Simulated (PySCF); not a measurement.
A structure optimised at PBE-D3(BJ)/def2-SVP, used in a PySCF frequency run:

```xyz
6

C     -0.1364    -1.8863     0.0000
C      0.0931    -0.6824     0.0000
C      0.4116     0.7347     0.0000
O     -0.4216     1.6245     0.0000
H     -0.3574    -2.9460     0.0000
H      1.5197     0.9535     0.0000
```
Charge 0, spin multiplicity 1.

Write its SMILES, formula and point group.

C#CC=O, C₃H₂O, Cs

What are its rotational constants (standard atomic weights)?

66.687, 4.7368, 4.4227 GHz
